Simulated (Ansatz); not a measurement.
K2Na2. Total charge 0; singlet. Geometry PBE/def2-TZVP.

Cartesian coordinates in Å:
```
Na -0.691 2.771 -1.927
Na 0.022 1.107 1.017
K 0.766 -2.603 2.510
K -0.098 -1.274 -1.600
```

The 6-31G sets use Cartesian d functions. B3LYP takes the VWN-RPA correlation. The restricted singlet is unstable towards broken spin symmetry in Hartree–Fock (as tested in another run); at HF/STO-3G this wasn't settled. At HF/STO-3G the highest occupied level of the charge 0 singlet lies above zero (up to 2.27 eV). In Hartree–Fock with STO-3G the lack of diffuse functions raises the level. The restricted singlet is unstable towards broken spin symmetry at other levels; at r2SCAN/def2-TZVPD, B3LYP/6-31G, PBE0/def2-TZVPD this wasn't settled. At PBE0/def2-TZVP the restricted singlet is unstable: a solution with broken spin symmetry lies lower. The structure comes from a short search, and lower isomers may exist.

**Question.** Estimate the orbital energies around the gap (eV) in Ansatz with HF/STO-3G, r2SCAN/def2-TZVPD, B3LYP/6-31G, PBE0/def2-TZVP, PBE0/def2-TZVPD.

**Answer.** 
```
orbital  HF/STO-3G  r2SCAN/def2-TZVPD  B3LYP/6-31G  PBE0/def2-TZVP  PBE0/def2-TZVPD
HOMO−13     -42.29             -29.12       -31.24          -31.47           -31.47
HOMO−12     -42.06             -29.11       -31.23          -31.46           -31.46
HOMO−11     -40.95             -29.07       -31.20          -31.43           -31.43
HOMO−10     -40.93             -28.58       -30.53          -30.88           -30.89
 HOMO−9     -40.89             -28.58       -30.52          -30.88           -30.89
 HOMO−8     -39.94             -28.57       -30.52          -30.88           -30.88
 HOMO−7     -20.70             -19.54       -20.67          -20.86           -20.87
 HOMO−6     -20.64             -19.52       -20.66          -20.85           -20.85
 HOMO−5     -20.61             -19.47       -20.62          -20.80           -20.81
 HOMO−4     -18.50             -18.98       -19.98          -20.31           -20.32
 HOMO−3     -18.46             -18.98       -19.98          -20.31           -20.31
 HOMO−2     -18.45             -18.95       -19.96          -20.28           -20.29
 HOMO−1      -0.42              -3.35        -3.81           -3.88            -3.89
   HOMO       2.27              -2.38        -2.69           -2.75            -2.75
   LUMO       6.91              -1.73        -1.63           -1.48            -1.48
 LUMO+1       8.51              -1.30        -1.22           -1.07            -1.08
 LUMO+2      10.81              -1.20        -0.88           -0.78            -0.88
 LUMO+3      11.26              -0.82        -0.56           -0.39            -0.54
 LUMO+4      11.71              -0.47        -0.37           -0.20            -0.31
 LUMO+5      12.73              -0.46        -0.26           -0.12            -0.25
```
